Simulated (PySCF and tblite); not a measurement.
The numbers below are computed, except where a source is named.
Dynamics report: rotation

System: 4-(methylthio)phenol, C7H8OS, numbered as in [CH3:1][S:2][c:3]1[cH:4][cH:5][c:6]([OH:7])[cH:8][cH:9]1.

Motion: rotation about the C6–O7 bond (torsion C5–C6–O7–H from 180° to 360°, rising). Geometries: GFN2-xTB; energies: PBE0/pcSseg-1 + D3(BJ); zero-point and thermal terms from GFN2-xTB harmonic modes (soft modes blended into free rotors). Rates follow Eyring's equation with the number of equivalent paths and no tunnelling. Run with tblite and PySCF.

| point | symmetry | E(GFN2) kcal/mol | E(DFT) kcal/mol | ZPE change kcal/mol | lowest mode cm⁻¹ | dipole D |
| --- | --- | --- | --- | --- | --- | --- |
| start | Cs | 0.0 | 0.0 | 0.00 | 25 | 0.25 |
| saddle | C1 | 5.5 | 3.3 | -0.72 | 412i | 2.04 |
| end | C1 | 0.2 | 0.0 | -0.01 | 24 | 2.74 |

```
Electronic barrier                                      : 3.3 kcal/mol
Barrier with zero-point energy                          : 2.6 kcal/mol
ΔH‡ (298 K)                                             : 2.4 kcal/mol
ΔS‡ (298 K, symmetry apart)                             : -1.0 cal/(mol K)
Paths                                                   : 2 equivalent paths
End point                                               : a different minimum
Mean lifetime of the start against this motion at 298 K : 8.3 ps
Cost                                                    : 96 s on 1 thread of Arm Neoverse V1 (shared host) (rough), peak memory 0.91 GiB, launched as `OMP_NUM_THREADS=1 python ens_run.py task.json out`
```

| T/K | ΔG‡ kcal/mol | k s⁻¹ | ΔG kcal/mol | k back s⁻¹ |
| --- | --- | --- | --- | --- |
| 150 | 2.6 | 8.7×10⁸ | 0.0 | 4.4×10⁸ |
| 200 | 2.7 | 1×10¹⁰ | 0.0 | 5.1×10⁹ |
| 250 | 2.7 | 4.5×10¹⁰ | 0.0 | 2.3×10¹⁰ |
| 298 | 2.8 | 1.2×10¹¹ | 0.0 | 6×10¹⁰ |
| 350 | 2.8 | 2.6×10¹¹ | 0.0 | 1.3×10¹¹ |
| 400 | 2.9 | 4.5×10¹¹ | 0.0 | 2.2×10¹¹ |
| 500 | 3.0 | 9.8×10¹¹ | 0.0 | 4.9×10¹¹ |

ΔG and ΔG‡ leave out symmetry numbers and mirror images; rates count paths: 2 out, 1 back.
